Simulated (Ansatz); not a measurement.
Reaction (redistribution): `[O]=[Mo]([OH])([OH])([F])[F]` + `C[Si@@H](O)O[Si@H](O)Cl` → `[O]=[Mo]([OH])([F])([F])[Cl]` + `C[SiH](O)O[SiH](O)O`

Computed with Ansatz on PBE0-D4/def2-TZVP structures; ΔE is electronic, products minus reactants. CCSD(T)/CBS is the MP2 limit (def2-TZVPP, def2-QZVPP) plus CCSD(T) − MP2 in def2-TZVPP, frozen cores. DFT in def2-TZVPP. B3LYP here is the variant with VWN-RPA as its local correlation; programs differ in this. Elements past krypton have def2 core potentials. For Mo outer-core shells are correlated without core-valence functions, which leaves a few kJ/mol of doubt a bond. One conformer a species, not always the lowest.

Question: Is it downhill or uphill in electronic energy at CCSD(T)/CBS, and by how much? (Estimate.)

Answer: Ansatz gave: Downhill: ΔE = -5.6 kcal/mol.

Question: What do these levels give: B3LYP-D4, ωB97X-V, ωB97M-V, B2PLYP, PBE, r2SCAN, SCS-MP2/def2-TZVPP, CCSD/def2-TZVPP, CCSD(T)/def2-TZVPP, HF/def2-QZVPP, HF/CBS(def2), MP2/CBS(def2)? (Estimate.)

Answer: Ansatz gave: B3LYP-D4 -4.7, ωB97X-V -3.3, ωB97M-V -3.9, B2PLYP -6.3, PBE -3.9, r2SCAN -4.5, SCS-MP2/def2-TZVPP -6.9, CCSD/def2-TZVPP -5.2, CCSD(T)/def2-TZVPP -5.5, HF/def2-QZVPP -6.6, HF/CBS(def2) -6.7, MP2/CBS(def2) -7.7 kcal/mol.

Largest T1 diagnostic among the species: 0.024, so the coupled-cluster value is less sure than usual.

The D4 term adds +0.7 kcal/mol with B3LYP and +0.4 kcal/mol with PBE0; it sums over pairs of atoms, weighted by their polarisabilities, and B3LYP, whose exchange is more repulsive, gets the larger term.
